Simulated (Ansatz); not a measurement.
Input and output for CH8ClNSi2, SMILES `C[SiH2][SiH](N)Cl`.

```yaml
crystal:
  periodic: [false, false, false]
  atoms:
    - {symbol: C, position_ang: [-0.778207, -1.038479, 1.892707]}
    - {symbol: Si, position_ang: [0.543823, -0.703093, 0.609596]}
    - {symbol: Si, position_ang: [-0.291270, 0.581296, -1.156470]}
    - {symbol: N, position_ang: [0.997229, 1.200647, -2.087280]}
    - {symbol: Cl, position_ang: [-1.498000, 2.043043, -0.272341]}
    - {symbol: H, position_ang: [-1.193179, -0.098379, 2.261739]}
    - {symbol: H, position_ang: [-1.594638, -1.623358, 1.463399]}
    - {symbol: H, position_ang: [-0.367950, -1.593883, 2.738768]}
    - {symbol: H, position_ang: [1.100950, -1.975638, 0.069524]}
    - {symbol: H, position_ang: [1.676121, 0.063865, 1.207490]}
    - {symbol: H, position_ang: [-1.200024, -0.126617, -2.091685]}
    - {symbol: H, position_ang: [1.800459, 1.608747, -1.636578]}
    - {symbol: H, position_ang: [0.825088, 1.627051, -2.984069]}
basis:
  gaussian: {orbitals: def2-mTZVPP}
hamiltonian: {xc: {name: r2SCAN0}}
scf: {lower_state_search: light}
output: {forces: true}
```

```sh
$ ansatz run in.yaml --threads 4 --pin off --events-out ev --progress --plain --max-ram 10444MiB
```

It prints (some lines left out):

```
Functional definition: r2SCAN0
1522 factors; integrals over basis functions are off by at most 1.1e-3 eV
mean field evaluation 1: about -30927.2361 eV, gradient 6.3e1 eV
mean field evaluation 2: about -30922.7868 eV, gradient 7.4e1 eV
mean field evaluation 4: about -30935.0783 eV, gradient 3.3e0 eV
mean field evaluation 8: about -30935.1653 eV, gradient 1.3e-1 eV
mean field evaluation 16: about -30935.1653 eV, gradient 3.1e-5 eV
mean field -30935.16530386 eV, -1136.8463563086 hartree, gradient 3.1e-5 eV, S^2 0.000000; 0 other end points of the search recorded, 0 dependent functions left out
reference -30935.16531405 eV, -1136.8463566831 hartree; 33, 33 occupied and 131, 131 virtual orbitals, 1522 factors
Total energy: -30935.16531405 eV, -1136.8463566831 hartree
Atom 0 at    -0.778207    -1.038479     1.892707 Å, force    -0.061055    -0.018860     0.051913 eV/Å
Atom 1 at     0.543823    -0.703093     0.609596 Å, force     0.132474    -0.029438     0.005483 eV/Å
Atom 2 at    -0.291270     0.581296    -1.156470 Å, force     0.018004    -0.198587    -0.150632 eV/Å
Atom 3 at     0.997229     1.200647    -2.087280 Å, force     0.072486     0.060096    -0.054158 eV/Å
Atom 4 at    -1.498000     2.043043    -0.272341 Å, force    -0.087766     0.114396     0.054731 eV/Å
Atom 5 at    -1.193179    -0.098379     2.261739 Å, force     0.037757    -0.116721    -0.030061 eV/Å
Atom 6 at    -1.594638    -1.623358     1.463399 Å, force     0.086129     0.069226     0.066955 eV/Å
Atom 7 at    -0.367950    -1.593883     2.738768 Å, force    -0.059451     0.064040    -0.090485 eV/Å
Atom 8 at     1.100950    -1.975638     0.069524 Å, force    -0.043746     0.108132     0.047155 eV/Å
Atom 9 at     1.676121     0.063865     1.207490 Å, force    -0.092180    -0.070545    -0.050883 eV/Å
Atom 10 at    -1.200024    -0.126617    -2.091685 Å, force     0.086107     0.083523     0.088860 eV/Å
Atom 11 at     1.800459     1.608747    -1.636578 Å, force    -0.133171    -0.030532    -0.088926 eV/Å
Atom 12 at     0.825088     1.627051    -2.984069 Å, force     0.044414    -0.034731     0.150047 eV/Å
Dipole moment:     0.258940    -0.093355    -0.099322 e Å
```

Run time 4.1 s (4 threads of an AMD EPYC 7B13 on a shared host); peak host memory 0.47 GiB.
